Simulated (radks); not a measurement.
Spherical quantum dot in the effective-mass picture: electrons in a parabolic well V = omega^2 r^2 / 2 with omega = 3.32, with a point charge +1 (a donor) at the centre, all in effective atomic units (hartree* = m*/eps^2 hartree, bohr* = eps/m* bohr), one dielectric constant everywhere. Calculated with a radial shooting solver with Libxc functionals: non-relativistic Kohn-Sham, LDA (Slater exchange, Perdew-Wang correlation), spin-polarised, spherical densities. Levels are named by radial order and angular momentum (1s, 1p, 1d, 2s, ...), and open shells are averaged over m.

N = 15, configuration 1s2 1p6 1d(up 5, down 0) 2s2. This is the lowest configuration that the search found. Occupied and some empty levels:

| level | occupation | eigenvalue (hartree*) | <r> (bohr*) |
|---|---|---|---|
| 1s up | 1 | 17.511 | 0.6985 |
| 1s down | 1 | 17.644 | 0.6895 |
| 1p up | 3 | 20.083 | 0.9573 |
| 1p down | 3 | 20.275 | 0.9545 |
| 2s up | 1 | 22.406 | 0.9994 |
| 2s down | 1 | 22.547 | 1.006 |
| 1d up | 5 | 22.563 | 1.126 |
| 1d down | 0 | 22.767 | 1.127 |
| 1f up | 0 | 25.147 | 1.260 |
| 1f down | 0 | 25.343 | 1.265 |
| 2p up | 0 | 25.435 | 1.153 |
| 2p down | 0 | 25.567 | 1.156 |
| 1g up | 0 | 27.837 | 1.377 |
| 1g down | 0 | 28.015 | 1.382 |

Energy (hartree*): total 216.013, kinetic 55.203, external 71.625, Hartree 102.05, exchange-correlation -12.869.

Electron density:

| r (bohr*) | n(r) (e/bohr*^3) |
|---|---|
| 0.0945 | 5.336 |
| 0.252 | 3.689 |
| 0.410 | 2.597 |
| 0.568 | 2.034 |
| 0.726 | 1.776 |
| 0.884 | 1.550 |
| 1.04 | 1.213 |
| 1.20 | 0.8032 |
| 1.36 | 0.4413 |
| 1.51 | 0.1977 |
| 1.67 | 0.07230 |
| 1.83 | 0.02160 |
| 1.99 | 0.005290 |
